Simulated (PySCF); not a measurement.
**C7H5N: calculation against experiment**

**Experimental background.**

Beach, A photoelectron spectroscopic study of bonding in inorganic and organometallic compounds, PhD thesis, LBL 1985 lists, for the gas: C 1s binding energy of C1 292.53 eV; C 1s binding energy of C3 291.84 eV; N 1s binding energy of N2 406.5 eV.

How close the calculation comes is told at the end.

Species: C7H5N.
SMILES with atom numbers: `[C-:1]#[N+:2][c:3]1[cH:4][cH:5][cH:6][cH:7][cH:8]1` (hydrogens: H9 on C4; H10 on C5; H11 on C6; H12 on C7; H13 on C8)

Geometry (PBE0-D3(BJ)/def2-TZVP, Å), atoms numbered from 1 in this order:
```xyz
13
C7H5N angstrom
C      3.596    0.129   -0.027
N      2.429    0.089   -0.019
C      1.052    0.038   -0.009
C      0.411   -1.196    0.024
C     -0.973   -1.239    0.035
C     -1.711   -0.064    0.012
C     -1.062    1.161   -0.021
C      0.321    1.221   -0.032
H      1.002   -2.102    0.042
H     -1.476   -2.198    0.060
H     -2.794   -0.105    0.020
H     -1.635    2.080   -0.039
H      0.844    2.168   -0.057
```

The PySCF runs (gas phase, on this PBE0-D3(BJ)/def2-TZVP geometry; non-relativistic but for the core-level run):

```
                                                                          level                            job  basis functions
delta-SCF UKS SCAN, pcX-3 on the ionised atom, pcseg-2 elsewhere, spin-free X2C  ΔSCF core ionisation, 6 holes              364
```

**Comparison with experiment**

**Core binding energies.** Delta-SCF UKS SCAN, pcX-3 on the ionised atom, pcseg-2 elsewhere, spin-free X2C (PySCF 2.14.0).

```
level and atom  computed (eV)  measured (eV)  computed − measured (eV)
      C 1s, C1         291.46         292.53                     -1.07
      C 1s, C3         292.28         291.84                     +0.44
      N 1s, N2         406.28          406.5                     -0.22
```

Sources, in the order of the opening: Beach, A photoelectron spectroscopic study of bonding in inorganic and organometallic compounds, PhD thesis, LBL 1985. Against the first value of each row the mean signed difference is -0.28 eV and the largest in size -1.07 eV. The computed values are vertical, without vibrational structure; measured positions hang on the energy calibration. Spin contamination (⟨S²⟩ against 0.75 for a pure doublet) is marked for C 1s of C1 (0.94), which makes this value less certain.

No measured geometry was used, and the causes of the misses weren't examined.
